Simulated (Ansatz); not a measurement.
Program: Ansatz. Geometries: PBE0-D4/def2-TZVP. ΔE: electronic, gas phase. CCSD(T)/CBS adds triple-zeta CCSD(T) − MP2 to the extrapolated MP2 energy (def2 sets, frozen cores). This one scheme is used for every species. Functionals use def2-TZVPP. def2 core potentials past Kr. For In outer-core shells are correlated without core-valence functions, which leaves a few kJ/mol of doubt a bond. Each species was taken in one conformer, which may not be the lowest.

Consider the silylene loss: `[CH3][In]([F])[O][SiH3]` → `[CH3][In]([OH])[F]` + `[SiH2]`.

```csv
level,ΔE (kJ/mol)
B97M-V,338.6
ωB97M-V,335.9
PBE-QIDH,357.7
CCSD(T)/def2-TZVPP,336.8
HF/def2-QZVPP,348.9
MP2/def2-QZVPP,362.4
SCS-MP2/def2-QZVPP,354.7
CCSD/CBS(def2),341.6
```

(1) What does CCSD(T)/CBS give? (Best estimate.)

Largest T1 diagnostic among the species: 0.016.

Answers

(1) Computed: +343.0 kJ/mol. The listed levels differ from it by -4.4, -7.1, 14.7, -6.2, 5.9, 19.4, 11.7, -1.4 kJ/mol.

From BLYP to BHLYP (50 % exact exchange), in def2-TZVPP and without D4, ΔE moves by +40.2 kJ/mol. Leaving LDA and LC-ωPBE aside and taking each functional with its dispersion term where it has one, the values, not all of them listed here, spread over 43.8 kJ/mol, from BLYP-D4 to r2SCAN0-D4. LDA lies +33.0 kJ/mol from PBE without D4.
